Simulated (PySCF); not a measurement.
A PySCF script (with the pyscf-properties extension) for the NMR shieldings of SMILES B([C@@]1(B(Cl)Cl)C(C)=C1)(F)F, C4H4B2Cl2F2, on a GFN2-xTB geometry:

```python
import basis_set_exchange as bse
import numpy as np
from pyscf import gto, dft
from pyscf.prop import nmr

atoms = """
C     1.810173    0.420037   -0.897835
C     0.875093   -0.309634   -0.057048
C     0.445106   -1.219651    0.729214
C    -0.641669   -0.153944    0.349370
B    -0.916584    0.923852    1.434147
F     0.013760    1.262763    2.315152
F    -2.041793    1.595865    1.576321
B    -1.684201   -0.578027   -0.728477
Cl   -1.230809   -1.759875   -1.910342
Cl   -3.262393    0.085319   -0.812512
H     1.430557    0.463149   -1.918386
H     2.779037   -0.075106   -0.893459
H     1.919939    1.439758   -0.529305
H     0.503105   -2.094979    1.320993
"""
names = dict.fromkeys(["C", "B", "F", "Cl", "H"], "pcSseg-1")
basis = {el: gto.basis.parse(bse.get_basis(n, elements=[el], fmt="nwchem")) for el, n in names.items()}
mol = gto.M(atom=atoms, basis=basis, charge=0, verbose=0)
mf = dft.RKS(mol, xc="PBE0")
mf.grids.level = 2
mf.grids.alignment = dft.numint.BLKSIZE   # the property module wants whole blocks of grid points
mf.conv_tol = 1e-9
mf.kernel()

calc = nmr.RKS(mf)   # GIAO
C = mf.mo_coeff
Co = C[:, mf.mo_occ > 0]
resp = mf.gen_response(singlet=True, hermi=2)
def vind(x):   # induced exchange potential for any number of trial vectors
    d = np.einsum("pi,xij,qj->xpq", C, 2 * x.reshape(-1, C.shape[1], Co.shape[1]), Co, optimize=True)
    return np.einsum("xpq,pi,qj->xij", resp(d - d.transpose(0, 2, 1)), C, Co, optimize=True).ravel()
mo1, _ = nmr.rhf.solve_mo1(calc, with_cphf=vind)
sigma = calc.kernel(mo1)
for i, s in enumerate(sigma):   # ppm
    w = np.linalg.eigvalsh((s + s.T) / 2)
    print("%2d %-2s iso %8.1f  s11 %8.1f  s22 %8.1f  s33 %8.1f" % (i, mol.atom_pure_symbol(i), w.mean(), *w))
```

Q: What are the results?

A: 
```
 0 C  iso    173.3  s11    158.7  s22    172.4  s33    188.7
 1 C  iso     68.8  s11    -62.9  s22    129.2  s33    140.2
 2 C  iso     87.7  s11    -32.4  s22    144.9  s33    150.7
 3 C  iso    166.0  s11     90.4  s22    153.5  s33    254.0
 4 B  iso     73.9  s11     46.9  s22     79.3  s33     95.4
 5 F  iso    251.6  s11     85.0  s22    288.9  s33    380.8
 6 F  iso    240.4  s11     58.4  s22    283.7  s33    379.0
 7 B  iso     40.1  s11     -6.8  s22     45.0  s33     82.0
 8 Cl iso    698.9  s11    411.2  s22    734.4  s33    950.9
 9 Cl iso    679.5  s11    382.1  s22    727.0  s33    929.3
10 H  iso     29.5  s11     24.3  s22     29.1  s33     35.0
11 H  iso     29.0  s11     24.2  s22     26.8  s33     36.1
12 H  iso     29.5  s11     24.6  s22     27.9  s33     36.0
13 H  iso     26.0  s11     23.6  s22     24.7  s33     29.7
```

These numbers come from an equivalent density-fitted implementation of the same equations, which agrees with the script to about 0.01 ppm for H and up to a few tenths of a ppm for heavy atoms, so last digits may differ.

Size and cost of the density-fitted run: 204 basis functions, 90 s wall time on 1 thread of an Intel Xeon, shared host; peak memory 0.91 GiB.
